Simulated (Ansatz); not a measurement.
Calculated with Ansatz (gas phase, PBE0-D4/def2-TZVP geometries, no zero-point term in ΔE). CCSD(T)/CBS adds triple-zeta CCSD(T) − MP2 to the extrapolated MP2 energy (def2 sets, frozen cores). This one scheme is used for every species. DFT in def2-TZVPP. For Br outer-core shells are correlated without core-valence functions, which leaves a few kJ/mol of doubt a bond. Scalar relativity is left out up to krypton. Each species was taken in one conformer, which may not be the lowest.

Reaction (ligand exchange at the Si–Cl bond): `S[Si]Cl` + HBr → `S[Si]Br` + HCl

```tsv
level	ΔE (eV)
LDA (SPW92)	-0.01
PBE-D4	-0.03
B97M-V	0.03
HF/def2-TZVPP	0.01
```

(1) What does CCSD(T)/CBS give? (Estimate.)

Largest T1 diagnostic among the species: 0.014.

## Answers

(1) The calculation gave: -0.03 eV. The listed levels differ from it by 0.02, 0.00, 0.06, 0.04 eV.

Leaving LDA and LC-ωPBE aside and taking each functional with its dispersion term where it has one, the values, not all of them listed here, spread over 0.06 eV, from HSE06-D4 to B97M-V.
